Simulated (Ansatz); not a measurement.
Molecule: SF (charge 0, doublet). 
Coordinates optimised at B3LYP-D3(BJ)/def2-TZVP (Ansatz, a quantum-chemistry and plane-wave program):
SMILES: F[S]
```xyz
2

S      0.0000     0.0000    -0.5793
F      0.0000     0.0000     1.0299
```
Charge 0, spin multiplicity 2.

Atomisation energy built up term by term with Ansatz (kcal/mol; UHF references for open shells; valence terms freeze the core; atomic spin-orbit terms are left out). CBS(X,Y): correlation extrapolated as X^-3; Hartree-Fock from the larger set (for Q and 5 zeta extrapolated as (X+1)exp(-9√X)).

```
term                                            basis    kcal/mol
-----------------------  ----------------------------  ----------
Hartree-Fock             CBS(cc-pV(Q+d)Z,cc-pV(5+d)Z)       35.53
CCSD correlation         CBS(cc-pV(Q+d)Z,cc-pV(5+d)Z)  (withheld)
(T)                      CBS(cc-pV(Q+d)Z,cc-pV(5+d)Z)  (withheld)
CCSDT - CCSD(T)                           cc-pV(D+d)Z        0.18
(Q)                                       cc-pV(D+d)Z        0.35
core correlation                            cc-pwCVTZ        0.28
scalar relativity (X2C)    cc-pVTZ-DK against cc-pVTZ       -0.22
sum: De                                                (withheld)
```

What belongs in the gaps?


- CCSD correlation, kcal/mol: 44.37
- (T), kcal/mol: 4.81
- sum: De, kcal/mol: 85.3
